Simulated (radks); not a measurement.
Ag26+, 21 electrons, occupied as [Ne] 3s1 3p6 3d3 4f1 (not the ground configuration).

Method: scalar-relativistic Kohn-Sham, revPBE, spin-unpolarised, spherical densities, finite nucleus; Fermi nuclear charge, rms radius 4.5454 fm; computed with a radial shooting solver on a logarithmic mesh with Libxc functionals.

Energy parts (eV):
total: -131992.982
kinetic: 137557.476
electron-nucleus: -294120.358
Hartree: 27552.533
exchange-correlation: -2982.632

Orbitals (lengths in bohr, moments of r in powers of bohr; <r^-3> diverges for s and p1/2; r(max) is where P^2 peaks):
| orbital | occ. | eigenvalue (eV) | <r^-3> | r(max) |
|---|---|---|---|---|
| 1s | 2 | -26503.69 | - | 0.02016 |
| 2s | 2 | -4874.207 | - | 0.1136 |
| 2p | 6 | -4497.332 | 3824 | 0.09086 |
| 3s | 1 | -1656.921 | - | 0.3175 |
| 3p | 6 | -1534.292 | 839.4 | 0.3074 |
| 3d | 3 | -1362.795 | 122.1 | 0.2497 |
| 4f | 1 | -632.6143 | 10.34 | 0.5381 |

The highest occupied level is 4f at -632.61 eV. The density falls to 0.001 e/bohr^3 at r = 1.38 bohr. The electron density at the nucleus is 1.48e+05 e/bohr^3 (large components only).
